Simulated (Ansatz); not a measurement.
The first iterations of a band of CH$_{5}$GaO (8 atoms, charge 0, multiplicity 1).

The calculation used RKS PBE/def2-SVP in Ansatz 0.2.0.

```json
{"movable images": "7", "climbing image": "yes", "spring": "5.0 eV/Å²", "optimiser": "quadratic models (default)", "start path": "straight line", "force threshold": "0.05 eV/Å", "iteration limit": "60", "end points": "relaxed"}
```

Image 0:

```xyz
8
Properties=species:S:1:pos:R:3
Ga 0.290 -0.275 0.550
H -0.292 -0.665 1.970
C 2.144 0.082 0.003
H 2.771 -0.821 0.149
H 2.176 0.372 -1.065
H 2.584 0.895 0.614
O -0.899 -0.127 -0.810
H -1.815 -0.308 -0.531
```

Image 8:

```xyz
8
Properties=species:S:1:pos:R:3
Ga -2.261 -1.569 -1.323
H 1.607 1.225 1.641
C 1.933 0.810 0.668
H 1.114 0.209 0.228
H 2.192 1.641 -0.015
H 2.827 0.177 0.825
O -0.564 -1.337 -0.683
H 0.113 -2.001 -0.459
```

| iteration | highest image above the first end (eV) | largest band force component (eV/Å) |
| --- | --- | --- |
| 1 | 5.291 | 3.614 |
| 2 | 4.459 | 3.258 |
| 3 | 3.888 | 3.871 |
| 4 | 3.686 | 3.109 |
| 5 | 3.291 | 2.666 |
| 6 | 3.021 | 2.696 |
| 7 | 2.879 | 2.212 |
| 8 | 2.735 | 2.421 |
| 9 | 2.533 | 0.840 |
| 10 | 1.983 | 0.839 |
| 11 | 1.678 | 0.705 |
| 12 | 1.076 | 0.689 |
| 13 | 0.999 | 1.605 |

Problem. Does the band converge within its limit, and where does its top end?

Solution. The run converged. It ended after 39 iterations with the highest image 2.808 eV above the first end. The profile has 2 maxima (images 1, 6) with wells between them (image 5): this band takes more than one step, which may be the mechanism or a detour left from its start path. Neighbouring images differ by up to 2.9 eV, so the band resolves the path poorly. Another band between the same ends (7 images) ends at a top of the same energy, where a vibrational analysis finds 1 clearly imaginary mode. The orbitals stay closed-shell, which can raise the energy where a bond breaks towards radicals; this wasn't checked here.

Run time: 5.5 min on 2 threads of Arm Neoverse V1, on a shared host, peak memory 0.15 GiB.
